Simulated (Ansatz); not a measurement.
Relaxation of AlF2H4N (8 atoms, charge 0, multiplicity 1), to a largest force component of 0.03 eV/Å in at most 50 steps.

The calculation used RKS PBE-D4/6-31G* in Ansatz 0.2.0.

```xyz
8
Properties=species:S:1:pos:R:3
Al 0.075 -0.598 -0.320
H -0.112 0.218 2.308
F 1.480 0.248 -0.578
F -1.356 0.025 -0.889
N 0.087 -2.202 0.639
H -0.677 -2.866 0.502
H 0.971 -2.704 0.742
H -0.099 -0.466 2.088
```

Problem. Where does it end, and by what steps?

Solution. It converged. After 8 steps the energy has fallen by 0.173 eV; H2 moved furthest, 0.39 Å.

| step | energy less start (eV) | largest force component (eV/Å) | accepted |
| --- | --- | --- | --- |
| 0 | 0.0000 | 1.655 | yes |
| 1 | -0.1228 | 0.730 | yes |
| 2 | -0.1481 | 0.399 | yes |
| 3 | -0.1569 | 0.278 | yes |
| 4 | -0.1539 | 0.882 | no |
| 5 | -0.1665 | 0.375 | yes |
| 6 | -0.1722 | 0.045 | yes |
| 7 | -0.1731 | 0.053 | yes |
| 8 | -0.1733 | 0.027 | yes |

```xyz
8
Properties=species:S:1:pos:R:3
Al 0.080 -0.665 -0.153
H -0.153 0.503 2.044
F 1.478 0.213 -0.359
F -1.360 0.024 -0.616
N 0.135 -2.342 0.429
H -0.667 -2.970 0.412
H 0.999 -2.866 0.563
H -0.144 -0.242 2.172
```

Whether the end is a true minimum wasn't checked by a vibrational analysis.

The run took 14 s on 1 thread of Intel(R) Xeon(R) Platinum 8488C (Sapphire Rapids), with other jobs on the host, peak memory 0.16 GiB.
